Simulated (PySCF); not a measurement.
Simulated C 1s region for BCl2(nPr), `CCCB(Cl)Cl`, binding energy against the vacuum level.

Every computed line was given a Gaussian of 0.8 eV full width at half maximum and an area set by the number of equivalent atoms; the highest printed point is 100. Computed with delta-SCF UKS SCAN, pcX-2 on the ionised atom, pcseg-1 elsewhere, spin-free X2C (PySCF).

binding energy (eV), intensity and a bar:
```
    289.4          0 
    289.5          0 
    289.6          1 
    289.7          2 #
    289.8          4 #
    289.9          7 ##
    290.0         13 ####
    290.1         22 #######
    290.2         33 ##########
    290.3         47 ##############
    290.4         63 ###################
    290.5         78 #######################
    290.6         90 ###########################
    290.7         98 #############################
    290.8        100 ##############################
    290.9         95 #############################
    291.0         85 ##########################
    291.1         71 #####################
    291.2         55 #################
    291.3         40 ############
    291.4         27 ########
    291.5         17 #####
    291.6         10 ###
    291.7          5 ##
    291.8          3 #
    291.9          1 
    292.0          0 
    292.1          0
```

Task: How many maxima does the curve show, and how many computed lines lie under it?

Result: The curve has 1 maximum (at 290.8 eV). Under it lie 3 lines from 3 inequivalent carbon sites. At this width some lines have no maximum of their own.

Task: Decompose the envelope and assign each component. Bonds: B1–Cl2, B1–Cl3, B1–C4, C4–C5, C5–C6. Hydrogens: H7, H8 on C4; H9, H10 on C5; H11, H12, H13 on C6.

Result: 
```csv
position (eV),relative area,line,atoms,environment
290.55,1,C 1s,C4,"carbon bonded to B, C and 2 H"
290.79,1,C 1s,C6,carbon bonded to C and 3 H
290.98,1,C 1s,C5,carbon bonded to 2 C and 2 H
```

Task: What are the centre and the root-mean-square width of the whole band?

Result: The area-weighted mean of the lines is 290.77 eV. Their own spread about it is 0.17 eV (rms) and each Gaussian has σ = 0.8/2.355 = 0.34 eV; the variances add, which gives 0.38 eV.

The listed C 1s values span 0.43 eV, from C4 (bonded to C, 2 H and B) to C5 (bonded to 2 C and 2 H). The widest gap between neighbouring values is 0.24 eV, between 290.55 and 290.79 eV.

Shake-up satellites, vibrational structure and lifetime widths aren't simulated. The structure is a single PBE0-D3(BJ)/def2-SVP conformer in the gas phase; no vibrational or solvent corrections.
